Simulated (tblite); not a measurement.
Compound: C6H12N2O.
Atom-mapped SMILES: `[CH3:1][CH2:2][N:3]1[CH2:4][C@@H:5]([O:6][CH3:7])[CH:8]=[N:9]1` (hydrogens: H10, H11, H12 on C1; H13, H14 on C2; H15, H16 on C4; H17 on C5; H18, H19, H20 on C7; H21 on C8)

Structure used (GFN2-xTB), in Å, numbered top down from 1:
```xyz
21
C6H12N2O angstrom
C     -2.6249    0.5148    0.9224
C     -2.3115   -0.8546    0.3161
N     -0.9219   -1.0437   -0.0091
C     -0.2850   -0.3069   -1.1025
C      1.1954   -0.2591   -0.6939
O      1.6385    1.0878   -0.6985
C      3.0180    1.2397   -0.4901
C      1.1133   -0.8912    0.6840
N     -0.0676   -1.2449    1.0017
H     -3.6715    0.5626    1.2109
H     -2.0091    0.6746    1.8043
H     -2.4268    1.3117    0.2094
H     -2.5700   -1.6374    1.0328
H     -2.8914   -1.0076   -0.5983
H     -0.4539   -0.8318   -2.0444
H     -0.6633    0.7167   -1.1820
H      1.8396   -0.8527   -1.3649
H      3.5942    0.6880   -1.2443
H      3.3208    0.8979    0.5056
H      3.2253    2.3041   -0.5829
H      1.9429   -1.0507    1.3438
```

Computed with GFN2-xTB (tblite): harmonic, unscaled wavenumbers at the GFN2-xTB geometry, gas phase. Against measured fundamentals such values can be off by several per cent, at times by over 20. One conformer, not necessarily the lowest.

Harmonic wavenumbers (cm⁻¹): 48.7, 70.6, 80.7, 146.5, 187.1, 208.5, 252.2, 309.6, 348.6, 415.3, 431.9, 587.3, 646.9, 745.3, 780.2, 814.9, 879.5, 887.4, 974.6, 994.3, 1026.9, 1051.3, 1073.4, 1079.0, 1109.0, 1131.8, 1134.2, 1168.9, 1190.0, 1211.6, 1220.9, 1239.2, 1277.8, 1298.2, 1324.6, 1350.8, 1399.7, 1405.9, 1449.2, 1455.4, 1470.2, 1489.6, 1493.7, 1496.9, 1648.3, 2811.5, 2895.4, 2930.1, 2940.9, 2959.7, 2970.5, 2981.1, 3025.7, 3038.8, 3046.0, 3046.4, 3163.0.

A = 3507, B = 963.8, C = 902.1 MHz; mass 128.095 u (most abundant isotopes); point group C1, symmetry number 1.

**Question.** Zero-point energy?

**Answer.** Half the sum of the wavenumbers: 38908 cm⁻¹ = 111.24 kcal/mol.

**Question.** Entropy at 350 K, 1 bar (ideal gas, RRHO, classical rotation)?

**Answer.** Translation 41.28, rotation 29.52, vibration 34.03: S = 104.8 cal/(mol K).

**Question.** And Cp and H(350 K) − H(0)?

**Answer.** Cp = 43.27 cal/(mol K), of which vibrations give 35.32 (their classical limit is 57 R = 113.3); H(350 K) − H(0) = 8.93 kcal/mol without the zero-point energy, 6.15 from vibrations.

**Question.** Which modes carry the vibrational entropy at 350 K?

**Answer.** 48.7 cm⁻¹: 5.19; 70.6 cm⁻¹: 4.45; 80.7 cm⁻¹: 4.19; 146.5 cm⁻¹: 3.02; 187.1 cm⁻¹: 2.56; 208.5 cm⁻¹: 2.35 cal/(mol K); the other 51 give 12.27 together.

**Question.** How do the functions run with temperature in this model?

**Answer.** 
| T (K) | S (cal/(mol K)) | Cp (cal/(mol K)) | H − H(0) (kcal/mol) | G − H(0) (kcal/mol) | ln q(vib) |
| --- | --- | --- | --- | --- | --- |
| 100 | 69.7 | 18.9 | 1.32 | -5.65 | 1.81 |
| 200 | 85.5 | 27.7 | 3.66 | -13.45 | 4.46 |
| 300 | 98.6 | 37.7 | 6.91 | -22.67 | 7.02 |
| 500 | 122.9 | 58.7 | 16.62 | -44.85 | 12.08 |
| 800 | 155.6 | 80.0 | 37.70 | -86.76 | 19.64 |
| 1000 | 174.5 | 89.2 | 54.67 | -119.80 | 24.46 |

q(vib) and H(0) count from the zero-point level.

**Question.** Blend soft modes into free rotors: weight 1/[1 + (100 cm⁻¹/ν̃)⁴] for the oscillator and the rest for a rotor with moment μB/(μ + B), μ = h/(8π²ν), B = 10⁻⁴⁴ kg m². What vibrational entropy results?

**Answer.** 31.02 cal/(mol K) in place of 34.03, which changes −T·S at 350 K by +1.05 kcal/mol.

**Question.** What must be added to the electronic energy to get the Gibbs energy at 350 K and 1 bar?

**Answer.** ZPE + [H(350 K) − H(0)] − T·S = 111.24 + 8.93 − 36.69 = 83.48 kcal/mol.

Hindered rotation and anharmonicity are outside this model. Other conformers, if any are populated, would add a mixing term that is left out. The structure is chiral; the term R ln 2 for an equal mix with its mirror image is left out.
